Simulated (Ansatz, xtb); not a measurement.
# Isomers of C5H6Si in order of energy

3 gas-phase structures of C5H6Si, from a drawn sample of its isomers (lower ones may exist). Each was relaxed with GFN2-xTB:

A. `C#CC#CC[SiH3]`, a singlet
B. `C#CC([SiH3])C#C`, a singlet
C. `C#CCC#C[SiH3]`, a singlet

Question: Estimate their order in r2SCAN-D4/def2-SVP energy at these geometries, lowest first.

Answer: Calculated order at r2SCAN-D4/def2-SVP: A (0.0), C (6.5), B (16.7) kcal/mol.

Energies above the lowest of each column, in kcal/mol; the last columns are at B3LYP-D3(BJ)/def2-SVP geometries:

```json
{"structure": "A", "GFN2-xTB": "0.0", "HF/STO-3G": "0.0", "r2SCAN-D4/def2-SVP": "0.0", "B3LYP-D3(BJ)/def2-SVP": "0.0", "CCSD(T)/def2-SVP + ΔMP2/def2-TZVPP": "0.4"}
{"structure": "C", "GFN2-xTB": "1.7", "HF/STO-3G": "0.2", "r2SCAN-D4/def2-SVP": "6.5", "B3LYP-D3(BJ)/def2-SVP": "5.2", "CCSD(T)/def2-SVP + ΔMP2/def2-TZVPP": "0.0"}
{"structure": "B", "GFN2-xTB": "8.6", "HF/STO-3G": "12.5", "r2SCAN-D4/def2-SVP": "16.7", "B3LYP-D3(BJ)/def2-SVP": "14.3", "CCSD(T)/def2-SVP + ΔMP2/def2-TZVPP": "9.5"}
```

CCSD(T)/def2-SVP + ΔMP2/def2-TZVPP has A and C within 1 kcal/mol of each other at the bottom, and every level picks one of them. CCSD(T)/def2-SVP + ΔMP2/def2-TZVPP orders those it was run on as C (0.0), A (0.4), B (9.5) kcal/mol. Less than 1 kcal/mol parts C and A, so the order within that pair means little. C keeps a small imaginary mode. ΔMP2 is the change of the MP2 energy from the smaller to the larger basis.

Programs: Ansatz 0.2.0, xtb 6.7.1.
